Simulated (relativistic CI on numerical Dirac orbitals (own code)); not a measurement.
**Er29+: sensitivity of the levels to the model**

Base calculation: Dirac-Coulomb-Breit CI, orbitals from a KLI potential per configuration, QED by a radiative potential, unscaled Slater integrals.

Configurations in the expansion (outside the closed core [Ar] 3d10): 4s²4p⁶4d³, 4s²4p⁵4d⁴, 4s²4p⁶4d²4f, 4s4p⁶4d⁴, 4s²4p⁵4d³4f, 4s4p⁶4d³4f, 4s²4p⁶4d²5s, 4s²4p⁶4d4f5s, 4s²4p⁶4d²5p, 4s²4p⁶4d²5d, 4s²4p⁵4d³5s, 4s²4p⁶4d²5f, 4s²4p⁶4d5s5p, 4s²4p⁵4d³5p, 4p⁶4d⁴4f, 4s²4p⁶4d²5g, 4s4p⁶4d²4f5s, 4s²4p⁶4d²6s, 4s4p⁶4d³5s, 4s²4p⁶4d²6p, 4s²4p⁶4d²6f, 4s²4p⁶4d²7p, 4s²4p⁶4d4f², 4s²4p⁶4f³, 4s²4p⁵4d4f³, 4s4p⁶4d4f³, 4s²4p⁶4f²5s, 4s²4p⁶4d5s², 4s²4p⁶4f5s², 4s²4p⁵4d4f5s², 4s4p⁶4d4f5s², 4s²4p⁶4d5p², 4s²4p⁶4f5p², 4s²4p⁵4d4f5p², 4s4p⁶4d4f5p², 4s²4p⁶5s5p². Double excitations out of closed p, d and f shells are left out; levels of such configurations are missing from the list, as are those of other unlisted configurations, and high levels can miss mixing partners. These lack a partner that the ground configuration has and come out too high: 4s²4p⁶4d²5p, 4s²4p⁶4d²5d, 4s²4p⁵4d³5s, 4s²4p⁶4d²5f, 4s²4p⁵4d³5p.

Variants: (1) P86 correlation estimate; (2) configuration mixing switched off; (3) Breit term removed. Shifts of the energy above 4s²4p⁶4d³ ⁴F3/2, in cm⁻¹, for the lowest level and the first level of each name with at least 55 % of one term (blank where a level changes its place among those of its configuration and J or its character, or is not in the variant):

```
            Level     Base   Δ(1)    Δ(2)   Δ(3)
  4s²4p⁶4d³ ⁴F3/2        0      0       0      0
  4s²4p⁶4d³ ⁴F5/2    67248      0    +125  +2089
  4s²4p⁶4d³ ⁴P1/2   100863     +2   +2062  +2024
  4s²4p⁶4d³ ⁴P5/2   151857     +2   +2507  +2666
  4s²4p⁶4d³ ²P1/2   196126     +2   +1334  +4087
 4s²4p⁶4d³ ²H11/2   201944     +2   +2138  +5066
  4s²4p⁶4d³ ²D5/2   207043     +5   +4790  +3765
  4s²4p⁶4d³ ²F7/2   227896     +4   +4237  +4478
4s²4p⁵4d⁴ ⁴I°15/2  1290549  +1319  -27991  +8635
```

At this charge energies of transitions that change n are usually good to better than 1 %, and those within a shell (Δn = 0) to a few per cent. Terms inside the open d or f shell come out 10 to 20 % too wide with unscaled integrals.

Ionisation energy from the two ground configurations alone: base 1092.23 eV; P86 correlation estimate 1094.17 eV; Breit term removed 1092.83 eV. The NIST ASD value (theoretical) is 1092 eV.

LS names give the leading component of a level, which can be under half, so a name can repeat, a term be missing and a line seem to break the LS rules.
